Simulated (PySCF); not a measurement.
# Polarisability and C₆ of Al+ (aluminium, charge +1)

[Ne] 3s2, closed-shell 1S. All numbers are calculated (PySCF 2.14, no relativity, point nucleus, in aug-cc-pwCVDZ (6s5p3d, 36 functions)). Coupled (time-dependent) response in atomic units; α is the mean over directions. A double-zeta set is small for polarisabilities.

| method | mean α (bohr³) | C₆ (like pair) | S(−4) |
| --- | --- | --- | --- |
| UHF | 26.39 | 140.3 | 377.4 |
| PBE | 24.24 | 122.8 | 323.6 |
| PBE0 | 24.75 | 126.8 | 336.0 |
| revPBE | 24.78 | 126.8 | 338.3 |
| r2SCAN0 | 25.11 | 132.8 | 329.2 |

S(−4) is the Cauchy moment in α(ω) = α(0) + S(−4) ω² + …

α(iu) at UHF:

| u (hartree) | α(iu) (bohr³) |
| --- | --- |
| 0 | 26.39 |
| 0.0500 | 25.48 |
| 0.100 | 23.10 |
| 0.200 | 16.83 |
| 0.300 | 11.64 |
| 0.500 | 5.944 |
| 0.750 | 3.133 |
| 1.00 | 1.952 |
| 1.50 | 1.021 |
| 2.00 | 0.6666 |
| 3.00 | 0.3848 |
| 5.00 | 0.1988 |

A single London oscillator, α(iu) = α/(1 + u²/ω²), gives C₆ = (3/4) ω α². Matching the computed C₆ needs ω = 4 × 140.3 / (3 × 26.39²) = 0.269 hartree.

For an ion, C₆ is the dispersion term alone; charge-induced terms of lower order in 1/R come first.
